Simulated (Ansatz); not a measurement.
## Relaxing a trial structure of C6H3ClSe

The starting geometry of this gas-phase singlet was optimised with GFN2-xTB; its bonds are those of `C#Cc1[se]ccc1Cl`.

```xyz
11

C    -2.0206   -3.8467   -2.9250
C    -1.8574   -3.0878   -2.0062
C    -1.6662   -2.2024   -0.9422
C    -1.7635   -0.7253    1.1549
C    -0.6199   -0.5964    0.4359
C    -0.5675   -1.4108   -0.7197
Cl    0.7889   -1.4086   -1.7780
Se   -2.9457   -1.9455    0.4125
H    -2.1487   -4.5057   -3.7307
H    -2.0078   -0.2029    2.0618
H     0.1870    0.0620    0.7056
```

Problem. Predict what becomes of its bonds when it is optimised with PBE-D3(BJ)/def2-SVP.

Solution. It keeps its bonds, and is `C#Cc1[se]ccc1Cl`.

The energy falls by 0.12 eV over 7 steps:

| step | E − E(last) (eV) |
| --- | --- |
| 1 | 0.117 |
| 2 | 0.007 |
| 3 | 0.001 |
| 4 | 0.000 |
| 5 | 0.000 |
| 6 | 0.000 |
| 7 | 0.000 |

Final geometry (Å):

```yaml
atoms:
  - { symbol: C, position_ang: [-2.0552, -3.8875, -2.9516] }
  - { symbol: C, position_ang: [-1.8529, -3.1004, -2.0309] }
  - { symbol: C, position_ang: [-1.6432, -2.2052, -0.9676] }
  - { symbol: C, position_ang: [-1.7721, -0.7175, 1.1738] }
  - { symbol: C, position_ang: [-0.6062, -0.5756, 0.4550] }
  - { symbol: C, position_ang: [-0.5374, -1.3911, -0.7174] }
  - { symbol: Cl, position_ang: [0.8413, -1.3678, -1.7652] }
  - { symbol: Se, position_ang: [-2.9393, -1.9507, 0.3969] }
  - { symbol: H, position_ang: [-2.2205, -4.5768, -3.7673] }
  - { symbol: H, position_ang: [-2.0462, -0.1982, 2.1006] }
  - { symbol: H, position_ang: [0.2102, 0.1004, 0.7428] }
```

No frequencies were run, so the end isn't proven a minimum. Run with Ansatz 0.2.0, 40 s on 2 threads of Intel(R) Xeon(R) Processor @ 2.50GHz (Skylake/Cascade Lake), on a shared host.
